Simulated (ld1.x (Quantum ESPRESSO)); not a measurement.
**What one change does to a pseudopotential (phosphorus (P), TM)**

| Property | Result |
| --- | --- |
| Element | phosphorus (P) |
| Generator | ld1.x (Quantum ESPRESSO) 7.5 |
| Type | norm-conserving Troullier–Martins (Kleinman–Bylander form) |
| Functional | PBE |
| Relativity | scalar-relativistic |
| Frozen core | [Ne] |
| Valence charge | 5 |
| Reference configuration | 3s2 3p3 |
| Partial waves | 3s (bound): rc 1.50 bohr; 3p (bound): rc 1.45 bohr |
| Local potential | all-electron potential smoothed inside 1.35 bohr (lloc = -1) |
| Core correction | Bessel-smoothed model core inside 1.50 bohr |

All-electron outer shells of the reference configuration (PBE, scalar-relativistic, ld1.x):

```csv
shell,level (eV),outermost node (bohr),outermost maximum (bohr)
2s,-173.99,0.14,0.42
2p,-124.49,–,0.36
3s,-13.97,0.65,1.58
3p,-5.51,0.64,1.83
```

Change: local potential the s channel.

Cutoffs: the cutoffs (Ry, on a coarse ladder) from which the occupation-weighted sum of valence levels, in a spherical-Bessel basis at the reference potential, stays within 10 and 1 mRy of its value at 400 Ry; they do not see the model core or the augmentation charge, which bear on the density cutoff. Errors are all-electron minus pseudo energies relative to the spin-unpolarised reference configuration.

How do hardness, ghosts and transferability respond?

The potential gets neither clearly harder nor softer (35 Ry and 55 Ry → 35 Ry and 55 Ry); of the 7 tests that both files solve, the error grows in 0 and shrinks in 5 by more than 15 % and 0.3 meV (median size 7.8 → 6.1 meV); the range in which the s phases agree widens (upper end 2.2 → at the end of the scan); neither file shows a bound ghost.

| quantity | base | changed |
| --- | --- | --- |
| cutoff, loose | 35 Ry | 35 Ry |
| cutoff, tight | 55 Ry | 55 Ry |
| bound ghosts | none | none |
| error for 3s2 3p2, meV [ΔE 9.73 eV] | +3.4 | +2.5 |
| error for 3s2 3p1, meV [ΔE 28.88 eV] | +23 | +16 |
| error for 3s2 3p0, meV [ΔE 58.62 eV] | +74 | +49 |
| error for 3s2 3p2.5, meV [ΔE 3.77 eV] | +0.5 | +0.4 |
| error for 3s1 3p4, meV [ΔE 8.53 eV] | +0.8 | +0.6 |
| error for 3s1 3p3, meV [ΔE 18.85 eV] | +7.8 | +6.1 |
| error for 3s1 3p0, meV [ΔE 110.62 eV] | +222 | +173 |
| s: phases at 1.65 bohr within 0.05 rad from the reference energy up to (Ry; the scan ends near 5) | 2.2 | to the end of the scan |
| p: phases at 1.65 bohr within 0.05 rad from the reference energy up to (Ry; the scan ends near 5) | 4.2 | 4.9 |
